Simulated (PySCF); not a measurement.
Give a PBE0-D3(BJ)/def2-SVP geometry of `C=CC1=COBO1`.

```xyz
12
C4H5BO2 angstrom
C     -2.0224   -0.2315    1.0211
C     -1.3279    0.3447    0.0315
C      0.0858    0.1538   -0.1884
C      0.9203    0.6491   -1.1303
O      2.1837    0.1778   -0.9297
B      2.1026   -0.6337    0.1792
O      0.8139   -0.6565    0.6484
H     -1.5342   -0.8975    1.7368
H     -3.0925   -0.0498    1.1374
H     -1.8229    1.0112   -0.6814
H      0.7401    1.3204   -1.9663
H      3.0197   -1.2289    0.6615
```

Any rigid rotation of these coordinates is as good. Atoms count from 1 in this order. The 5-membered ring C3–C4–O5–B6–O7 has internal angles of 105.5° to 110.0°; it is planar, 0.00 Å rms from its mean plane, widest ring torsion 0°. B6 (ring boron) is planar (angles 125.1°, 125.0° and 109.9°, sum 360.0°, 0.00 Å off the plane of its three neighbours). O5 (ring oxygen) is bent (angle 105.5°). Of the pairs four or more bonds apart, O7···H8 is among the closest relative to their van der Waals radii: 2.60 Å, 96 % of the sum of Bondi's values.

Bonds between heavy atoms (Å): C1=C2 1.339, C2–C3 1.443, C3=C4 1.352, C4–O5 1.363, O5–B6 1.376, B6–O7 1.372, C3–O7 1.374.

Method used: PBE0-D3(BJ)/def2-SVP geometry optimisation, gas phase (PySCF 2.14.0).

Point group: Cs (every atom within 0.08 Å of its image). No frequency check. One conformer, not necessarily the lowest (C1–C2–C3–C4 180°).
